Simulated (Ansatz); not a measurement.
System: CsAu, net charge 0, singlet state. 
Coordinates optimised at B3LYP-D3(BJ)/def2-TZVP (Ansatz, a program for electronic structure):
SMILES: [Cs][Au]
```xyz
2

Cs     0.0000     0.0000    -1.8835
Au     0.0000     0.0000     1.3113
```
Charge 0, spin multiplicity 1.

Total electronic energies in hartree. Correlated levels leave the core frozen unless marked. Spin-orbit coupling is left out. The frozen core is the preceding noble-gas configuration, with the filled d and f shells of earlier blocks. The outer core of K, Ca and their heavier congeners is not correlated, a term that matters for these elements. Past Kr the def2 sets carry scalar-relativistic core potentials. CBS marks a two-point X^-3 extrapolation of the correlation energy; Hartree-Fock from the larger set. The bracket is a focal-point correction in the basis named.

The T1 diagnostic of CCSD in the largest basis is 0.032, which is high, so the coupled-cluster rows are less sure than usual.

```csv
level,program,energy (Eh)
HF/def2-SVPD,Ansatz,-154.67589
HF/def2-TZVPPD,Ansatz,-154.68335
PBE-D3(BJ)/def2-TZVPD,Ansatz + dftd3,-155.99551
PBE-D4/def2-TZVPD,Ansatz + dftd4,-155.99560
BLYP/def2-TZVPD,Ansatz,-155.90174
revPBE-D3(BJ)/def2-TZVPD,Ansatz + dftd3,-156.06639
revPBE/def2-TZVPD,Ansatz,-156.06491
r2SCAN-D4/def2-TZVPD,Ansatz + dftd4,-156.01088
HSE06-D3(BJ)/def2-TZVPD,Ansatz + dftd3,-155.93322
LC-wPBE-D3(BJ)/def2-TZVPD,Ansatz + dftd3,-155.96318
LC-wPBE-D4/def2-TZVPD,Ansatz + dftd4,-155.96294
B2PLYP-D4/def2-TZVPD,Ansatz + dftd4,-155.59570
B2PLYP/def2-TZVPD,Ansatz,-155.59510
RPA@PBE/def2-QZVPP,Ansatz,-155.24908
SCS-MP2/def2-TZVPP,Ansatz,-155.06414
CCSD/def2-TZVPP,Ansatz,-155.06876
"CCSD/CBS(def2-TZVPPD,def2-QZVPPD)",Ansatz,-155.1126
CCSD(T)/def2-TZVPP,Ansatz,-155.08627
CCSD(T)/def2-QZVPP,Ansatz,-155.12153
"RI-MP2/CBS(def2-TZVPP,def2-QZVPP)+[CCSD(T)-MP2]/def2-SVP",Ansatz,-155.1547
"RI-MP2/CBS(def2-TZVPP,def2-QZVPP)+[CCSD(T)-MP2]/def2-TZVPP",Ansatz,-155.1451
"RI-MP2/CBS(def2-TZVPPD,def2-QZVPPD)+[CCSD(T)-MP2]/def2-QZVPPD",Ansatz,-155.1402
"CCSD(T)/CBS(def2-TZVPPD,def2-QZVPPD)",Ansatz,-155.1391
```

Totals of different functionals don't rank their quality; only differences between species are comparable.
